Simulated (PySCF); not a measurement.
# How methods differ on the excitation energy of Hf

Hf [Xe] 4f14 5d2 6s2 (3F) → Hf [Xe] 4f14 5d4 (5D), as a difference of total energies. Computed with PySCF 2.14 in x2c-TZVPPall with one added diffuse shell each of s, p, d, f type (12s8p8d4f1g, 113 functions), with scalar relativity by spin-free X2C-1e. Correlated levels: valence: [Xe] 4f14 frozen; valence and next inner shell: [Kr] 4d10 4f14 frozen. The calculations carry no spin-orbit coupling.

| method | excitation energy (eV) |
| --- | --- |
| UHF | 4.408 |
| LDA | 4.373 |
| PBE | 4.323 |
| PBE0 | 4.332 |
| r2SCAN | 4.450 |
| MP2 (valence) | 4.766 |
| SCS-MP2 (valence) | 5.393 |
| MP2 (valence and next inner shell) | 4.876 |
| SCS-MP2 (valence and next inner shell) | 5.433 |

Q: How much does correlation contribute at MP2 (valence and next inner shell)?

A: 4.876 − (4.408) = 0.468 eV, measured against UHF.

A first-order spin-orbit estimate (lowest level to lowest level, LS coupling) adds 0.153 eV.
